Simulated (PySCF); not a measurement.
disilazane cation (H7NSi2), SMILES [SiH3]N[SiH3] (connectivity only; charge and spin as stated), charge +1, multiplicity 2. Atoms are numbered in the order given.

```xyz
10

Si     1.6754    -0.0003     0.1519
N      0.0000     0.0000    -0.6018
Si    -1.6754     0.0003     0.1519
H      2.3033    -1.2148    -0.4325
H      1.4556    -0.0304     1.6102
H      2.2709     1.2546    -0.3814
H      0.0000     0.0000    -1.6341
H     -2.3033     1.2148    -0.4325
H     -2.2709    -1.2546    -0.3814
H     -1.4556     0.0304     1.6102
```
Charge +1, spin multiplicity 2.

The structure is a stationary point at B3LYP-D3(BJ)/def2-SVP. The multiplicity is an assumed one; other spin states were not compared.

The numbers are results of B3LYP/pcH-1 (PySCF), not measurements.

Unrestricted Kohn–Sham, ⟨S²⟩ = 0.756. Hyperfine tensors hold the contact and dipolar terms, without spin-orbit corrections.

Computed hyperfine couplings:
| nucleus | A(iso) (MHz) | A(iso) (G) | dipolar principal values (MHz) |
|---|---|---|---|
| 29Si no. 1 | 47.5 | 16.9 | -2.7, 0.2, 2.5 |
| 14N no. 2 | 33.6 | 12.0 | -39.0, -38.6, 77.6 |
| 29Si no. 3 | 47.5 | 16.9 | -2.7, 0.2, 2.5 |
| 1H no. 4 | 128.7 | 45.9 | -4.0, -1.2, 5.1 |
| 1H no. 5 | -4.0 | -1.4 | -2.9, -2.5, 5.4 |
| 1H no. 6 | 138.6 | 49.5 | -4.1, -1.0, 5.1 |
| 1H no. 7 | -55.4 | -19.8 | -43.7, -10.6, 54.3 |
| 1H no. 8 | 128.7 | 45.9 | -4.0, -1.2, 5.1 |
| 1H no. 9 | 138.6 | 49.5 | -4.1, -1.0, 5.1 |
| 1H no. 10 | -4.0 | -1.4 | -2.9, -2.5, 5.4 |

### Question
And the g tensor (effective nuclear charges for spin-orbit coupling, GIAO)? (The exact figures need the calculation; the answer reports its results.)

### Answer
principal values 2.0021, 2.0047, 2.0073; isotropic 2.0047.
